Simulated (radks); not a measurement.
Results of a calculation; reference values are marked as such.
Initial-state core-level shifts of the erbium ion Er3+ when its valence configuration changes from [Xe] 4f11. Level of theory: Dirac Kohn-Sham, PBEsol, spin-unpolarised, spherical densities, point nucleus; open shells fill j = l - 1/2 first (a radial shooting solver on a logarithmic mesh with Libxc functionals). Shifts are changes of the shell-averaged eigenvalues in eV (positive: less bound).

[
 {"valence": "4f9 6p2", "1s": "-25.294", "2s": "-27.013", "3d": "-28.885", "4s": "-27.698"},
 {"valence": "4f10 6s1", "1s": "-11.055", "2s": "-11.833", "3d": "-12.688", "4s": "-12.246"},
 {"valence": "4f10.5 5d0.5", "1s": "-3.740", "2s": "-4.041", "3d": "-4.487", "4s": "-4.314"},
 {"valence": "4f10 5d1", "1s": "-7.682", "2s": "-8.312", "3d": "-9.246", "4s": "-8.842"},
 {"valence": "4f10 6p1", "1s": "-12.078", "2s": "-12.860", "3d": "-13.714", "4s": "-13.276"},
 {"valence": "4f9 5d2", "1s": "-16.114", "2s": "-17.484", "3d": "-19.519", "4s": "-18.456"},
 {"valence": "4f10.5 6p0.5", "1s": "-5.881", "2s": "-6.252", "3d": "-6.658", "4s": "-6.474"},
 {"valence": "4f9 5d1 6p1", "1s": "-20.659", "2s": "-22.194", "3d": "-24.156", "4s": "-23.041"},
 {"valence": "4f10.5 6s0.5", "1s": "-5.361", "2s": "-5.731", "3d": "-6.138", "4s": "-5.952"}
]
